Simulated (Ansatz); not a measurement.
Two isomers of CH6BFSi: A = `BC(F)[SiH3]`, B = `FBC[SiH3]`.

Gas-phase electronic energies from Ansatz, PBE0-D4/def2-TZVP geometries. CCSD(T)/CBS adds triple-zeta CCSD(T) − MP2 to the extrapolated MP2 energy (def2 sets, frozen cores). Functionals use def2-TZVPP. B3LYP here is the variant with VWN-RPA as its local correlation; programs differ in this. One conformer a species, not always the lowest.

(1) Which is lower in electronic energy at CCSD(T)/CBS, and by how much? (Best estimate.)

(2) Give E(B) − E(A) in kJ/mol with ωB97M-V, CCSD/def2-TZVPP, PBE0-D4, CCSD(T)/def2-TZVPP, B3LYP, LDA (SPW92), B2PLYP. (An estimate is asked.)

(3) Does the order hold for the free energy at 298.15 K (harmonic terms from PBE0-D4)? (Estimate.)

Largest T1 diagnostic: 0.013.

Results:

(1) Ansatz gave: B, by 267.7 kJ/mol.

(2) The calculation gave: ωB97M-V -261.7, CCSD/def2-TZVPP -269.9, PBE0-D4 -259.6, CCSD(T)/def2-TZVPP -268.7, B3LYP -259.2, LDA (SPW92) -254.1, B2PLYP -266.4. None reverses the order clearly.

(3) Ansatz gave: Yes: G(B) − G(A) = -261.1 kJ/mol, for one conformer each.

At CCSD(T), def2-SVP lies −9.9 kJ/mol from the extrapolated value and def2-TZVPP −1.0 kJ/mol. From r2SCAN to r2SCAN0 (25 % exact exchange), in def2-TZVPP and without D4, E(B) − E(A) moves by −5.8 kJ/mol.
